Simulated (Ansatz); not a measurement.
Cost and result for the atomization energy of H3ISn, SMILES `[SnH3][I]` (5 atoms, 4 bonds).

The species carries charge 0 and has multiplicity 1. Correlated methods include outer-core shells of I, Sn, which these sets cover unevenly. Sn, I: def2 effective core potential. The structure was optimised at the PBE0-D4/def2-TZVP level. Program: Ansatz. All runs use 4 threads of an Arm Neoverse V1 on a shared host. Times are those of one run each, without the atoms' runs, and a repeat can differ threefold. Electronic energies, without spin–orbit coupling; frozen cores. CCSD(T)/CBS adds CCSD(T) − MP2 in def2-TZVPP to the MP2 limit, and its time is that of the two runs behind it. T1 = 0.011. With those shells the extrapolation isn't a true limit. HSE06 is the plane-wave form, built on full-range PBE exchange.

CCSD(T)/CBS is a level of theory with its own doubt, some kJ/mol a heavy atom from the limit and from the frozen cores, so smaller differences don't rank the functionals.

| level | functions | wall time |
| --- | --- | --- |
| LDA (SPW92)/def2-TZVPP | 142 | 0.55 s |
| revPBE-D4/def2-TZVPP | 142 | 0.8 s |
| BLYP-D4/def2-TZVPP | 142 | 0.9 s |
| PBE-D4/def2-TZVPP (with forces) | 142 | 1 s |
| PBE0-D4/def2-TZVPP | 142 | 1.1 s |
| CCSD(T)/def2-SVP | 67 | 1.3 s |
| HSE06-D4/def2-TZVPP | 142 | 1.4 s |
| r2SCAN-D4/def2-TZVPP (with forces) | 142 | 2.3 s |
| B97M-V/def2-TZVPP | 142 | 3.3 s |
| MP2/def2-QZVPP | 254 | 4.3 s |
| ωB97M-V/def2-TZVPP (with forces) | 142 | 4.8 s |
| CCSD(T)/def2-TZVPP | 142 | 21 s |
| CCSD(T)/CBS(def2) | – | 25 s |

(1) What atomization energy does each give, and how far from CCSD(T)/CBS? (Best estimate.)

Answers

(1) The calculation gave: 
```csv
level,atomization (kcal/mol),difference from CCSD(T)/CBS,per bond
LDA (SPW92)/def2-TZVPP,286.6,26.8,6.7
revPBE-D4/def2-TZVPP,243.0,-16.8,-4.2
BLYP-D4/def2-TZVPP,246.7,-13.1,-3.3
PBE-D4/def2-TZVPP (with forces),249.0,-10.8,-2.7
PBE0-D4/def2-TZVPP,249.0,-10.8,-2.7
CCSD(T)/def2-SVP,234.1,-25.7,-6.4
HSE06-D4/def2-TZVPP,248.9,-10.9,-2.7
r2SCAN-D4/def2-TZVPP (with forces),252.6,-7.2,-1.8
B97M-V/def2-TZVPP,259.9,0.1,0.0
MP2/def2-QZVPP,249.0,-10.8,-2.7
ωB97M-V/def2-TZVPP (with forces),251.4,-8.4,-2.1
CCSD(T)/def2-TZVPP,250.1,-9.7,-2.4
CCSD(T)/CBS(def2),259.8,0.0,0.0
```

Leaving LDA and LC-ωPBE aside and taking each functional with its dispersion term where it has one, the values spread over 16.9 kcal/mol, from revPBE-D4 to B97M-V. LDA lies +39.8 kcal/mol from PBE without D4, its usual overbinding. In def2-TZVPP, CCSD(T) changes the Hartree–Fock value by +68.9 kcal/mol (the triples alone add +3.6 kcal/mol) and MP2 by +62.0 kcal/mol; breaking electron pairs costs correlation energy, which Hartree–Fock lacks. At CCSD(T), def2-SVP lies −25.7 kcal/mol from the extrapolated value and def2-TZVPP −9.7 kcal/mol: correlation converges slowly with the basis, and small sets miss more of it in the bonded molecule than in its fragments.

Spin–orbit coupling would lower the free I, Sn atoms strongly, and the atomization energy with them, by more than many differences here. For some Ge, Se and Sn compounds the MP2-based and the directly extrapolated limit differ by 10 to 25 kJ/mol.
